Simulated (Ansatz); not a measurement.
The cluster As4⁺: single points at one geometry.

```yaml
crystal:
  periodic: [false, false, false]
  atoms:
    - {symbol: As, position_ang: [-0.857474, -0.112683, -1.270813]}
    - {symbol: As, position_ang: [0.928671, -1.223468, -0.059834]}
    - {symbol: As, position_ang: [0.953142, 1.190310, 0.193827]}
    - {symbol: As, position_ang: [-1.024349, 0.145842, 1.136811]}
basis:
  gaussian: {orbitals: def2-SVP, initial_orbitals: start.molden}
total_charge: 1
magnetization: {spin_polarized: true, initial_magnetization: 1}
hamiltonian: {xc: {text: "exchange = 0.85*pbe_x + 0.15*exact_x\ncorrelation = pbe_c"}}
scf: {omitted_lower_state_checks: [starts]}
output: {orbitals: {seedname: orbitals}}
```

The file start.molden holds the orbitals of an earlier run on this structure, at another level or in another basis.

```sh
$ ansatz run in.yaml --threads 4 --pin off --events-out ev --progress --plain --max-ram 4787MiB
```

Output, abridged:

```
Functional definition: unnamed
1261 factors; integrals over basis functions are off by at most 6.3e-4 eV
mean field evaluation 1: about -243297.5994 eV, gradient 6.3e0 eV
mean field evaluation 2: about -243297.6881 eV, gradient 8.8e-2 eV
mean field evaluation 4: about -243297.6887 eV, gradient 1.8e-4 eV
mean field evaluation 8: about -243297.6887 eV, gradient 2.4e-5 eV
mean field -243297.68868774 eV, -8941.0251461780 hartree, gradient 2.4e-5 eV, S^2 0.757446; 0 other end points of the search recorded, 0 dependent functions left out
reference -243297.68871421 eV, -8941.0251471509 hartree; 66, 65 occupied and 62, 63 virtual orbitals, 1261 factors
Total energy: -243297.68871421 eV, -8941.0251471509 hartree
Checks for a lower state left out: starts
```

Run time 4.3 s (4 threads of Arm Neoverse V1 on a shared host).

As the first input, with `correlation: {method: ccsd_t}`, `scf: {omitted_lower_state_checks: [starts, cluster_reference]}` and without the key `hamiltonian` (abridged; 23 s):

```
Functional definition: HF
mean field -243146.78747203 eV, -8935.4796287853 hartree, gradient 2.8e-6 eV, S^2 0.814010
36 core orbitals not correlated: weight in the atoms' cores, before any rotation towards them, 1.000 or more for the frozen orbitals, at most 0.000 for the correlated occupied ones
second order -24.52646623 eV of doubles, -0.00000000 eV of singles
cycle   1  -22.97340244 eV  change     1.6e0 eV  update   1.5e-1
cycle   2  -23.83539088 eV  change   -8.6e-1 eV  update   4.9e-2
cycle   3  -23.97256174 eV  change   -1.4e-1 eV  update   2.5e-2
cycle   4  -23.95096036 eV  change    2.2e-2 eV  update   9.2e-3
cycle   5  -23.95868065 eV  change   -7.7e-3 eV  update   4.9e-3
cycle   6  -23.95932818 eV  change   -6.5e-4 eV  update   1.6e-3
cycle   7  -23.95838747 eV  change    9.4e-4 eV  update   6.6e-4
cycle   8  -23.95905356 eV  change   -6.7e-4 eV  update   2.2e-4
cycle   9  -23.95896488 eV  change    8.9e-5 eV  update   8.4e-5
cycle  10  -23.95894603 eV  change    1.9e-5 eV  update   3.5e-5
perturbative correction -1.12682621 eV, -0.0414100994 hartree
Total energy: -243171.87324428 eV, -8936.4015139115 hartree
Checks for a lower state left out: starts, cluster_reference
```

As the first input, with `hamiltonian: {xc: {text: "exchange = 0.60*pbe_x + 0.40*exact_x\ncorrelation = pbe_c"}}` (abridged; 4.6 s):

```
Functional definition: unnamed
mean field -243304.25702358 eV, -8941.2665280678 hartree, gradient 1.3e-5 eV, S^2 0.766382
Total energy: -243304.25704197 eV, -8941.2665287436 hartree
Checks for a lower state left out: starts
```

First input, but with `gaussian: {orbitals: def2-TZVP, initial_orbitals: start.molden}`, `hamiltonian: {xc: pbe, dispersion: d4}` (abridged; 4 s):

```
Functional definition: PBE
mean field -243324.05190716 eV, -8941.9939766220 hartree, gradient 1.5e-5 eV, S^2 0.754345
Total energy: -243324.30530023 eV, -8942.0032886457 hartree
Checks for a lower state left out: starts
```

As the first input, with `gaussian: {orbitals: def2-TZVP, initial_orbitals: start.molden}`, `hamiltonian: {xc: {name: BLYP}, dispersion: d4}`, `output: {forces: true, orbitals: {seedname: orbitals}}` (abridged; 4.5 s):

```
Functional definition: BLYP
mean field -243365.72663254 eV, -8943.5254945315 hartree, gradient 2.4e-5 eV, S^2 0.753109
Total energy: -243366.25974557 eV, -8943.5450860741 hartree
Atom 0 force    -0.232042    -0.015865    -0.359696 eV/Å
Atom 1 force     0.251368    -0.346965    -0.001511 eV/Å
Atom 2 force     0.260626     0.337944     0.037968 eV/Å
Atom 3 force    -0.279952     0.024887     0.323239 eV/Å
Dipole moment:    -0.000001     0.000000    -0.000000 e Å
Checks for a lower state left out: starts
```

The first input with `hamiltonian: {xc: {text: "exchange = 0.90*pbe_x + 0.10*exact_x\ncorrelation = pbe_c"}}` (abridged; 4.3 s):

```
Functional definition: unnamed
mean field -243296.40513819 eV, -8940.9779766019 hartree, gradient 4.7e-6 eV, S^2 0.756065
Total energy: -243296.40516630 eV, -8940.9779776352 hartree
Checks for a lower state left out: starts
```

Geometry: PBE-D4/def2-SVP.

Correlated methods freeze 36 core orbitals; core or outer-core shells of As are correlated, in sets that lack core-valence functions. The structure comes from a short search, and lower isomers may exist.
